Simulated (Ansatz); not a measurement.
Isomers of Mg₅H₁₀ (singlet), relaxed with r2SCAN-D4/def2-SVP; total energies from Ansatz at ωB97X-V/def2-TZVP.

```csv
isomer,description,energy (Eh)
A,point group not assigned; 17 × H–Mg 1.70 to 2.06 Å,-1006.23211
B,point group not assigned; 19 × H–Mg 1.71 to 2.06 Å,-1006.23753
C,point group not assigned; 16 × H–Mg 1.70 to 2.00 Å,-1006.23247
D,point group not assigned; 17 × H–Mg 1.70 to 1.98 Å,-1006.23302
```

The isomers come from a short search, and lower ones may exist.

Work out the relative energies (1 Eh = 2625.5 kJ/mol) and the Boltzmann populations at 500 K from electronic energies alone (R = 8.314 J/mol/K).

ΔE: A 14.2, B 0.0, C 13.3, D 11.8 kJ/mol. RT = 4.16 kJ/mol. Factors exp(−ΔE/RT): A 0.0329, B 1, C 0.0409, D 0.0586; sum 1.132. Populations: A 2.9 %, B 88.3 %, C 3.6 %, D 5.2 %. Zero-point energy, vibrational entropy and symmetry numbers are left out and can shift these; an error of 4 kJ/mol changes a ratio by a factor of 2.6. Over the other density-functional and correlated levels in def2 sets, the gap between B and D ranges from -4 to 19 kJ/mol.
